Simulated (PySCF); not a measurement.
## TlC: frontier orbitals

PW91 at R = 2.306 Å; basis Tl aug-cc-pVDZ-PP with ECP60, C aug-cc-pVDZ; scalar-relativistic core potentials; PySCF 2.14. State: ⁴Σ⁻ (quartet), unpaired electrons σ ↑, π ↑↑. Only the outer orbitals are listed, counted within each symmetry, core potentials removing the inner ones.

```
spin  orbital  occ.  ε (eV)  on Tl (%)           main shells (%)
   α       5σ     1  -13.59         26  73 C s, 13 Tl d, 12 Tl s
   α       6σ     1   -9.59         77    76 Tl s, 15 C s, 8 C p
   α       3π     1   -5.10         13           86 C p, 13 Tl p
   α       3π     1   -5.10         13           86 C p, 13 Tl p
   α       7σ     1   -5.07         35           62 C p, 27 Tl p
   α       4π     0   -2.26         89           88 Tl p, 10 C p
   α       4π     0   -2.26         89           88 Tl p, 10 C p
   α       8σ     0   -0.52         89   73 Tl p, 10 Tl s, 9 C p
   β       5σ     1  -11.52         43           54 C s, 39 Tl s
   β       6σ     1   -8.32         60           54 Tl s, 39 C s
   β       3π     0   -3.12         62           62 Tl p, 38 C p
   β       3π     0   -3.12         62           62 Tl p, 38 C p
   β       7σ     0   -3.07         43   48 C p, 42 Tl p, 10 C s
```

Problem. Which are the highest filled and the lowest empty level, where do they sit, and how wide is the gap?

Solution. Highest filled α 7σ at -5.07 eV (in %: 62 C p, 27 Tl p); lowest empty β 3π at -3.12 eV (in %: 62 Tl p, 38 C p); the gap at PW91 is 1.95 eV.

```
bond order (Mayer)                              : 0.97
⟨S²⟩                                            : 3.754
charge on Tl (Mulliken, basis-dependent)        : 0.51
charge on Tl (Löwdin, basis-dependent)          : 0.53
dipole moment (positive dipole means Tl(−)C(+)) : -3.21 D
```

Spin–orbit coupling is left out, which matters for elements this heavy, above all for dissociation energies. The state is the lowest determinant that a PBE0 search found; another state may lie lower at other levels.
